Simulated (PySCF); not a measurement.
GeH3, SMILES [GeH3] (connectivity only; charge and spin as stated), charge +1, multiplicity 1. Atoms are numbered in the order given.

```xyz
4

Ge     0.0000     0.0000     0.0000
H      1.5224     0.0000     0.0000
H     -0.7612    -1.3185     0.0000
H     -0.7612     1.3185     0.0000
```
Charge +1, spin multiplicity 1.

Geometry: PBE0-D3(BJ)/def2-TZVPD. The multiplicity is an assumed one; other spin states were not compared. The isomer is the one that the SMILES or the coordinates give; other isomers of the formula were not compared.

These are r2SCAN/def2-TZVPD in PySCF values and carry that method's errors.

The molecule is in vacuum.

Estimate the frontier levels, gap, dipole moment and polarisability. (The exact figures need the calculation; the answer reports its results.)


```
Item                                                              Result
------------------------------------------------  ----------------------
highest occupied level                                         -16.32 eV
lowest empty level                                             -10.76 eV
orbital gap                                                      5.57 eV
dipole moment about the centre of nuclear charge                  0.00 D
mean static polarisability                          22.6 bohr³ (3.35 Å³)
polarisability, principal values                  17.1, 25.3, 25.3 bohr³
```
